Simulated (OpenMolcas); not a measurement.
**O+: effect of the active space**

```
Program             : OpenMolcas 26.06
Method              : CASSCF or its RAS form
Basis               : ANO-RCC-VQZP
Scalar Hamiltonian  : DKH2, point nucleus
Spin-orbit coupling : RASSI with atomic mean-field integrals over the reference wave functions, term energies averaged over their components
```

A. 3 electrons in 3 orbitals (2p); 2S+1 = 4 odd, 1 root; 2S+1 = 2 odd, 8 roots; cost of the order of 2.5 core-seconds
B. 5 electrons in 4 orbitals (2s 2p); 2S+1 = 4 odd, 1 root; 2S+1 = 2 odd, 8 roots; 2S+1 = 4 even, 3 roots; 2S+1 = 2 even, 9 roots; cost roughly 11 core-seconds
C. 5 electrons in 8 orbitals (2s 2p 3s 3p); 2S+1 = 4 odd, 1 root; 2S+1 = 2 odd, 8 roots; 2S+1 = 4 even, 3 roots; 2S+1 = 2 even, 9 roots; cost of the order of 23 core-seconds
D. 3 electrons in 9 orbitals (RAS2 2p; RAS3 3s 3d, at most 1 electron); 2S+1 = 4 odd, 1 root; 2S+1 = 2 odd, 8 roots; 2S+1 = 4 even, 3 roots; 2S+1 = 2 even, 9 roots; cost roughly 26 core-seconds
E. 5 electrons in 9 orbitals (RAS2 2s 2p; RAS3 3d, at most 2 electrons); 2S+1 = 4 odd, 1 root; 2S+1 = 2 odd, 8 roots; 2S+1 = 4 even, 3 roots; 2S+1 = 2 even, 9 roots; cost of the order of 27 core-seconds

Energies in eV above 2s2 2p3 4S* 3/2, the measured ground level; measured values from NIST Handbook of Basic Atomic Spectroscopic Data.

```json
{"Level": "2s2 2p3 4S* 3/2", "A": "0.0000", "B": "0.0000", "C": "0.0000", "D": "0.0000", "E": "0.0000", "Measured": "0.0000"}
{"Level": "2s2 2p3 2D* 3/2", "A": "3.7926", "B": "3.7915", "C": "3.7555", "D": "3.7926", "E": "3.7093", "Measured": "3.3266"}
{"Level": "2s2 2p3 2D* 5/2", "A": "3.7928", "B": "3.7920", "C": "3.7568", "D": "3.7928", "E": "3.7096", "Measured": "3.3241"}
{"Level": "2s2 2p3 2P* 1/2", "A": "6.2801", "B": "5.1144", "C": "4.9572", "D": "6.2801", "E": "5.5290", "Measured": "5.0176"}
{"Level": "2s2 2p3 2P* 3/2", "A": "6.2805", "B": "5.1140", "C": "4.9581", "D": "6.2805", "E": "5.5285", "Measured": "5.0174"}
```

Deviations, from unrounded energies. A percentage is the sum of absolute deviations over the sum of measured energies, with the sign that they share, or ± where signs differ.

| Against measurement | Levels | A | B | C | D | E |
| --- | --- | --- | --- | --- | --- | --- |
| mean absolute deviation (cm-1) | 4 | 7000 | 2300 | 2000 | 7000 | 3600 |
| other terms of the ground configuration (%) | 4 | +20.7 | +6.7 | ±5.9 | +20.7 | +10.7 |

C lies closest to measurement on these levels and D furthest from it. The largest miss of C in the table is 2s2 2p3 2D* 5/2, by +3500 cm-1. The ranking rests on the paired levels alone, and a cruder setting can come out closer through cancelling errors.

Among A to E the level of the table that moves most is 2s2 2p3 2P* 1/2, by 11000 cm-1 (lowest in C, highest in D).

Without dynamic correlation excited terms often stand tens of per cent too high (terms of higher spin than the ground term too low), and those without a measured partner can miss by more than the paired ones. With the s shell closed, the reference lacks s² → p² mixing (holds for A; D). The run also gave levels led by 2s2 2p2 3s, which use shells meant for correlation; these and all levels above them are left out (holds for C). Active for correlation alone: 3d; no level in the range computed is led by a configuration that fills it, so any true level of that kind is missing (holds for E). Computed and measured levels are paired by configuration, term and J; levels that our copy of the source lacks, or whose pairing is in doubt (as where it misses far off the trend of its configuration), stay unpaired and out of the deviations. Levels of configurations outside the active space are missing. The table leaves out levels that lie high or whose names do not pair safely across all columns.

* marks odd parity.
